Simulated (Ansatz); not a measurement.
Geometry optimisation, Ansatz 0.2.0, RKS PBE-D4/def2-SVP.

Input file:

```yaml
crystal:
  periodic: [false, false, false]
  atoms:
    - { symbol: Si, position_ang: [-0.6824, 0.4309, 0.4815] }
    - { symbol: Si, position_ang: [0.5551, -1.8416, 0.7152] }
    - { symbol: H, position_ang: [-1.9023, -0.4117, 0.2327] }
    - { symbol: H, position_ang: [-1.122, 1.0749, 1.7148] }
    - { symbol: Si, position_ang: [-0.2691, 1.5291, -1.5026] }
    - { symbol: H, position_ang: [0.9991, -0.0573, 1.0561] }
    - { symbol: F, position_ang: [1.0755, 1.1474, 1.128] }
    - { symbol: H, position_ang: [-0.1607, -2.5143, 1.7989] }
    - { symbol: H, position_ang: [0.0806, -2.408, -0.544] }
    - { symbol: H, position_ang: [1.9543, -2.2745, 0.8326] }
    - { symbol: H, position_ang: [0.9429, 1.0171, -2.1533] }
    - { symbol: H, position_ang: [-0.0935, 2.9679, -1.3206] }
    - { symbol: H, position_ang: [-1.3775, 1.34, -2.4393] }
basis:
  gaussian: { orbitals: def2-SVP }
hamiltonian:
  xc: pbe
  dispersion: d4
relax:
  f_tol: 0.15
  max_steps: 25
  restrain:
    - { distance: [0, 6], at: 1.68, k: 30.0 }
    - { distance: [5, 1], at: 1.42, k: 30.0 }
    - { distance: [0, 1], at: 3.52, k: 30.0 }
    - { distance: [5, 6], at: 2.18, k: 30.0 }
```

Launched with:

```bash
$ ansatz run input.yaml --threads 2 --pin off --max-ram 3072MiB --backend cpu --events-out ev --progress --plain --runs-dir out
```

Where does it end, and by what steps?

The forces met the threshold. The restraints hold the end off the free minimum. After 14 steps the energy has fallen by 2.389 eV (the restraints' own energy left out); H4 moved furthest, 1.32 Å. Parted: Si1–Si2. Joined: Si2–H6.

| step | energy less start (eV) | largest force component (eV/Å) | accepted |
| --- | --- | --- | --- |
| 0 | 0.0000 | 0.880 | yes |
| 1 | 0.2490 | 2.295 | yes |
| 2 | 0.1783 | 3.156 | yes |
| 3 | -0.1480 | 2.347 | yes |
| 4 | -0.9960 | 1.081 | yes |
| 5 | -1.5406 | 0.983 | yes |
| 6 | -1.8663 | 1.051 | yes |
| 7 | -2.0893 | 1.025 | yes |
| 8 | -2.2567 | 1.121 | yes |
| 9 | -2.3428 | 1.116 | yes |
| 10 | -2.3625 | 1.106 | yes |
| 11 | -2.3757 | 1.060 | yes |
| 12 | -2.3780 | 1.066 | yes |
| 13 | -2.3805 | 1.100 | yes |
| 14 | -2.3888 | 1.045 | yes |

```xyz
13
Properties=species:S:1:pos:R:3
Si -0.851 1.043 0.749
Si 0.899 -2.013 0.567
H -1.421 -0.333 0.981
H -1.872 2.047 1.218
Si -0.284 1.457 -1.497
H 1.268 -0.686 1.025
F 0.501 1.247 1.702
H -0.023 -2.652 1.567
H 0.196 -1.931 -0.760
H 2.130 -2.862 0.409
H 0.859 0.598 -1.959
H 0.091 2.907 -1.650
H -1.493 1.177 -2.350
```

Whether the end is a true minimum wasn't checked by a vibrational analysis.

The run took 19 s on 2 threads of Intel(R) Xeon(R) 6975P-C (Granite Rapids), with other jobs on the host, peak memory 0.16 GiB.
